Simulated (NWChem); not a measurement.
System: CaH2S2; SMILES [SH][Ca][SH]

The following NWChem deck was run.

```
start job
memory heap 200 mb stack 900 mb global 1100 mb
geometry units angstroms noautosym nocenter noautoz
  Ca    -0.015073    -0.253046     0.690568
  S     -0.053432    -2.831484     0.514287
  H      0.474244    -2.874059    -0.731108
  S     -0.273754     2.241104     0.063345
  H     -1.483501     2.091671    -0.524404
end
basis spherical
  Ca library 6-31g*
  S library 6-31g*
  H library 6-31g*
end
dft
  xc b3lyp
  iterations 150
end
property
  efieldgrad
end
task dft property
```

Excerpt of the output:

```
             Northwest Computational Chemistry Package (NWChem) 7.3.0
             --------------------------------------------------------

                             Geometry "geometry" -> ""
                             -------------------------

 Output coordinates in angstroms (scale by  1.889725989 to convert to a.u.)

  No.       Tag          Charge          X              Y              Z
 ---- ---------------- ---------- -------------- -------------- --------------
    1 Ca                  20.0000    -0.01507300    -0.25304600     0.69056800
    2 S                   16.0000    -0.05343200    -2.83148400     0.51428700
    3 H                    1.0000     0.47424400    -2.87405900    -0.73110800
    4 S                   16.0000    -0.27375400     2.24110400     0.06334500
    5 H                    1.0000    -1.48350100     2.09167100    -0.52440400

 Effective nuclear repulsion energy (a.u.)     180.4584282302

                              NWChem Property Module
                              ----------------------

  itol2e modified to match energy
  convergence criterion.

                                 NWChem DFT Module
                                 -----------------

 Summary of "ao basis" -> "ao basis" (spherical)
 ------------------------------------------------------------------------------
       Tag                 Description            Shells   Functions and Types
 ---------------- ------------------------------  ------  ---------------------
 Ca                          6-31g*                 10       22   5s4p1d
 S                           6-31g*                  8       18   4s3p1d
 H                           6-31g*                  2        2   2s

  itol2e modified to match energy
  convergence criterion.

            General Information
            -------------------
          SCF calculation type: DFT
          Wavefunction type:  closed shell.
          No. of atoms     :     5
          No. of electrons :    54
           Alpha electrons :    27
            Beta electrons :    27
          Charge           :     0
          Spin multiplicity:     1
          Use of symmetry is: off; symmetry adaption is: off
          Maximum number of iterations: 150
          AO basis - number of functions:    62
                     number of shells:    30
          Convergence on energy requested:  1.00D-07
          Convergence on density requested:  1.00D-05
          Convergence on gradient requested:  5.00D-04

[...]

          -----------------------
          Electric field gradient
          -----------------------

 1 a.u. = 0.324123 10**(16) esu/cm**3  ( or statvolts/cm**2 ) = 0.97174 10**(22) v/m**2

 ------------------------------------------------------------
   Atom      X         Y         Z
 ------------------------------------------------------------
    1 Ca  -0.02848  -0.47819   1.30498
 ------------------------------------------------------------

 Electric field gradient in molecular frame (a.u.)
         XX             YY             ZZ             XY             XZ             YZ
 ------------------------------------------------------------------------------------------
       -0.524959       1.045990      -0.521032      -0.122818       0.011201      -0.119740

 Principal components (a.u.) and orientation
 of principal axis w.r.t. absolute frame                      Asymmetry parameter eta
 --------------------------------------------------------------------------------------
        1.064653      -0.535206      -0.529448                       0.005408

       -0.077343       0.936191       0.342877
        0.994133       0.046333       0.097739
       -0.075616      -0.348425       0.934282

 ------------------------------------------------------------
   Atom      X         Y         Z
 ------------------------------------------------------------
    2 S   -0.10097  -5.35073   0.97186
 ------------------------------------------------------------

 Electric field gradient in molecular frame (a.u.)
         XX             YY             ZZ             XY             XZ             YZ
 ------------------------------------------------------------------------------------------
        0.646728       0.864521      -1.511249       0.033928       1.106111      -0.208483

 Principal components (a.u.) and orientation
 of principal axis w.r.t. absolute frame                      Asymmetry parameter eta
 --------------------------------------------------------------------------------------
       -1.992235       1.123047       0.869188                       0.127424

       -0.386352       0.897880       0.211052
        0.071697      -0.198892       0.977395
        0.919561       0.392750       0.012467

 ------------------------------------------------------------
   Atom      X         Y         Z
 ------------------------------------------------------------
    3 H    0.89619  -5.43118  -1.38159
 ------------------------------------------------------------

 Electric field gradient in molecular frame (a.u.)
         XX             YY             ZZ             XY             XZ             YZ
 ------------------------------------------------------------------------------------------
        0.069414       0.109952      -0.179366       0.003894       0.128492      -0.011513

 Principal components (a.u.) and orientation
 of principal axis w.r.t. absolute frame                      Asymmetry parameter eta
 --------------------------------------------------------------------------------------
       -0.234241       0.123923       0.110318                       0.058083

       -0.389840       0.917811       0.075156
        0.035192      -0.066705       0.997152
        0.920210       0.391374      -0.006295

 ------------------------------------------------------------
   Atom      X         Y         Z
 ------------------------------------------------------------
    4 S   -0.51732   4.23507   0.11970
 ------------------------------------------------------------

[...]
```

Level: B3LYP/6-31G* (spherical d). The geometry was optimised at PBE0/def2-SVP. B3LYP is NWChem's, with the RPA form of VWN correlation. NWChem prints the field gradient with the sign opposite to the second derivative of the potential.
